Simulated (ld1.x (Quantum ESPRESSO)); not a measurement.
**Cutoff test, tellurium, TM**

```
Element                 : tellurium (Te)
Generator               : ld1.x (Quantum ESPRESSO) 7.5
Type                    : norm-conserving Troullier–Martins (Kleinman–Bylander form)
Functional              : PBEsol
Relativity              : scalar-relativistic
Frozen core             : [Kr] 4d10
Valence charge          : 6
Reference configuration : 5s2 5p4
Partial waves           : 5s (bound): rc 1.90 bohr; 5p (bound): rc 2.14 bohr
Local potential         : all-electron potential smoothed inside 1.95 bohr (lloc = -2)
Core correction         : none
```

The pseudo-atom Hamiltonian at the reference potential is diagonalised in spherical Bessel functions j_l(qr) that vanish at 20 bohr, with q² up to the cutoff. All-electron valence levels (Ry): 5s -1.1136, 5p -0.4386.

Question: How do the lowest levels (Ry) of each channel move with the cutoff, and are there ghosts?

Answer:

| cutoff (Ry) | s #1 | p #1 | d #1 | f #1 | Σ f·Δε (mRy) |
| --- | --- | --- | --- | --- | --- |
| 8 | -1.0670 | -0.4242 | 0.0351 | 0.1133 | 151.6 |
| 10 | -1.0916 | -0.4288 | 0.0313 | 0.1133 | 83.7 |
| 12 | -1.1021 | -0.4335 | 0.0293 | 0.1133 | 44.1 |
| 15 | -1.1045 | -0.4374 | 0.0285 | 0.1133 | 23.7 |
| 18 | -1.1049 | -0.4381 | 0.0283 | 0.1133 | 20.1 |
| 21 | -1.1064 | -0.4382 | 0.0283 | 0.1133 | 16.6 |
| 30 | -1.1118 | -0.4385 | 0.0283 | 0.1133 | 4.6 |
| 35 | -1.1131 | -0.4386 | 0.0282 | 0.1133 | 1.3 |
| 40 | -1.1133 | -0.4387 | 0.0282 | 0.1133 | 0.8 |
| 45 | -1.1133 | -0.4387 | 0.0282 | 0.1133 | 0.8 |
| 50 | -1.1135 | -0.4387 | 0.0282 | 0.1133 | 0.6 |
| 400 | -1.1137 | -0.4387 | 0.0282 | 0.1133 | 0.0 |

Result: no extra level below or beside the all-electron valence levels (s, p, d, f tested); 10 mRy is reached at 30 Ry and 1 mRy at 40 Ry.
